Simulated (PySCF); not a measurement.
# CsPb and its ions

BP86; Cs def2-SVPD with ECP46, Pb def2-SVPD with ECP60; scalar-relativistic core potentials (PySCF 2.14). Neutral (UKS): quartet (σ ↑, π ↑↑), Re = 3.648 Å, ωe = 71.8 cm⁻¹, De = 1.29 eV, HOMO -2.80 eV, LUMO -2.19 eV.

CsPb⁺ (UKS): triplet (σ ↑, π ↑), Re = 4.359 Å, ωe = 34.3 cm⁻¹. The energies at the minima are -213.21658 hartree for CsPb and -213.03079 for CsPb⁺.

Work out the adiabatic ionisation energy, without and with harmonic zero-point energies (1 hartree = 27.2114 eV, 1 eV = 8065.5 cm⁻¹), and the change of the bond length.

At BP86: 0.18579 hartree = 5.056 eV between the minima; the zero-point term (34.3 − 71.8)/2 cm⁻¹ = -0.002 eV makes it 5.053 eV. Re changes by +71.1 pm against the neutral. The electron leaves a π orbital, and the ion is left as a loose complex of an ion and an atom.

These are scalar-relativistic numbers at best; spin–orbit coupling would shift them, the dissociation energy most. States were picked by a PBE0 search and need not be the measured ground states.
